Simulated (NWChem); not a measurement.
System meant: CH$_{6}$GaN; SMILES C[NH][GaH2]

Here is an NWChem input.

```
start job
memory heap 200 mb stack 900 mb global 1100 mb
geometry units angstroms noautoz
  Ga    -0.048943    -0.832232     0.000000
  H      1.089963    -1.913668     0.000000
  H     -1.606941    -1.041851     0.000000
  N      0.509113     0.912367     0.000000
  C     -0.299075     2.115599     0.000000
  H      1.515049     1.103815     0.000000
  H     -0.121591     2.755030    -0.896290
  H     -0.121591     2.755030     0.896290
  H     -1.375893     1.849312     0.000000
end
basis spherical
  Ga library def2-svp
  H library def2-svp
  N library def2-svp
  C library def2-svp
end
dft
  odft
  mult 2
  xc b3lyp
  iterations 150
  mulliken
end
task dft energy
```

End of the output:

```
 Summary of "ao basis" -> "" (spherical)
 ------------------------------------------------------------------------------
       Tag                 Description            Shells   Functions and Types
 ---------------- ------------------------------  ------  ---------------------
 Ga                         def2-svp                12       32   5s4p3d
 H                          def2-svp                 3        5   2s1p
 N                          def2-svp                 6       14   3s2p1d
 C                          def2-svp                 6       14   3s2p1d

                                 NWChem DFT Module
                                 -----------------

 Summary of "ao basis" -> "ao basis" (spherical)
 ------------------------------------------------------------------------------
       Tag                 Description            Shells   Functions and Types
 ---------------- ------------------------------  ------  ---------------------
 Ga                         def2-svp                12       32   5s4p3d
 H                          def2-svp                 3        5   2s1p
 N                          def2-svp                 6       14   3s2p1d
 C                          def2-svp                 6       14   3s2p1d

      Symmetry analysis of basis
      --------------------------

        a'         63
        a"         27

  number of electrons :                   50
  multiplicity        :                    2
 ------------------------------------------------------------------------
  no. of electrons and multiplicity not compatible                  50
 ------------------------------------------------------------------------
 ------------------------------------------------------------------------
  current input line :
    27: task dft energy
 ------------------------------------------------------------------------
 ------------------------------------------------------------------------
 There is an error in the input file
 ------------------------------------------------------------------------
 For more information see the NWChem manual at https://nwchemgit.github.io

0: no. of electrons and multiplicity not compatible:Received an Error in Communication
```

Question: Can this run be used? If not, why, and what is the fix?

Answer: The input was rejected before any calculation. Cause: the multiplicity doesn't fit the number of electrons (an even count wants an odd multiplicity, and the reverse). This input runs:
```
start job
memory heap 200 mb stack 900 mb global 1100 mb
geometry units angstroms noautoz
  Ga    -0.048943    -0.832232     0.000000
  H      1.089963    -1.913668     0.000000
  H     -1.606941    -1.041851     0.000000
  N      0.509113     0.912367     0.000000
  C     -0.299075     2.115599     0.000000
  H      1.515049     1.103815     0.000000
  H     -0.121591     2.755030    -0.896290
  H     -0.121591     2.755030     0.896290
  H     -1.375893     1.849312     0.000000
end
basis spherical
  * library def2-svp
end
dft
  xc b3lyp
  iterations 150
  mulliken
end
task dft energy
```
It converges to -2021.05135 Ha (B3LYP/def2-SVP).
